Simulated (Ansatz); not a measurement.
`B[SiH](F)OC` + `C=C[SiH](F)O[SiH3]` → `BO[SiH](F)C=C` + `CO[SiH](F)[SiH3]`  (redistribution)

Isolated molecules relaxed with PBE0-D4/def2-TZVP in Ansatz; ΔE leaves out vibrations. CCSD(T)/CBS is the MP2 limit (def2-TZVPP, def2-QZVPP) plus CCSD(T) − MP2 in def2-TZVPP, frozen cores. Functionals use def2-TZVPP. B3LYP here is the variant with VWN-RPA as its local correlation; programs differ in this. Each species was taken in one conformer, which may not be the lowest.

`B[SiH](F)OC`:

Z-matrix (Å, degrees):
```
Si
F 1 1.606
O 1 1.631 2 111.3
B 1 2.010 2 109.5 3 115.1
H 1 1.489 2 104.4 3 -117.2
C 3 1.411 1 126.0 2 -77.6
H 4 1.195 1 122.6 2 130.0
H 4 1.195 1 119.7 2 -51.4
H 6 1.091 3 108.6 1 -150.4
H 6 1.096 3 111.6 1 -30.6
H 6 1.093 3 110.3 1 90.5
```

`C=C[SiH](F)O[SiH3]`:

Cartesian coordinates in Å:
```
C 1.120 -0.636 -1.975
C -0.141 -0.983 -1.728
Si -1.032 -0.462 -0.202
F -1.578 -1.758 0.556
O 0.002 0.324 0.766
Si 0.239 1.220 2.117
H 1.689 -0.034 -1.273
H 1.637 -0.939 -2.881
H -0.668 -1.587 -2.464
H -2.221 0.380 -0.469
H -0.936 2.098 2.360
H 1.449 2.052 1.909
H 0.439 0.326 3.284
```

`BO[SiH](F)C=C`:

Z-matrix (Å, degrees):
```
Si
O 1 1.645
C 1 1.837 2 109.9
F 1 1.592 2 105.7 3 119.2
H 1 1.480 2 110.8 3 -123.6
B 2 1.349 1 133.1 3 129.4
C 3 1.331 1 120.6 2 -124.9
H 3 1.088 1 120.5 2 54.7
H 6 1.203 2 120.0 1 -0.8
H 6 1.198 2 118.1 1 179.5
H 7 1.087 3 121.7 1 -0.3
H 7 1.086 3 122.4 1 179.7
```

`CO[SiH](F)[SiH3]`:

Cartesian coordinates in Å:
```
C -1.879 1.181 0.558
O -0.641 0.502 0.608
Si 0.189 -0.030 -0.688
F 0.784 1.207 -1.519
Si 1.947 -1.340 0.122
H -2.528 0.775 -0.227
H -2.376 1.059 1.521
H -1.725 2.247 0.371
H -0.742 -0.713 -1.629
H 1.394 -2.528 0.826
H 2.793 -1.807 -1.009
H 2.784 -0.553 1.066
```

Problem. Is it downhill or uphill in electronic energy at CCSD(T)/CBS, and by how much? (Estimate.)

Solution. Ansatz gave: Downhill: ΔE = -0.54 eV.

Problem. What do these levels give: B3LYP-D4, ωB97M-V, B2PLYP, r2SCAN, B3LYP, SCS-MP2/def2-TZVPP, CCSD/def2-TZVPP, CCSD(T)/def2-TZVPP, HF/def2-QZVPP, MP2/def2-QZVPP, MP2/CBS(def2), CCSD/CBS(def2)? (Best estimate.)

Solution. The calculation gave: B3LYP-D4 -0.59, ωB97M-V -0.57, B2PLYP -0.57, r2SCAN -0.63, B3LYP -0.60, SCS-MP2/def2-TZVPP -0.48, CCSD/def2-TZVPP -0.51, CCSD(T)/def2-TZVPP -0.55, HF/def2-QZVPP -0.36, MP2/def2-QZVPP -0.52, MP2/CBS(def2) -0.51, CCSD/CBS(def2) -0.50 eV.

Largest T1 diagnostic among the species: 0.013.

In def2-TZVPP, CCSD(T) changes the Hartree–Fock value by −0.18 eV (the triples alone add −0.04 eV) and MP2 by −0.16 eV. From PBE to PBE0 (25 % exact exchange), in def2-TZVPP and without D4, ΔE moves by +0.08 eV.
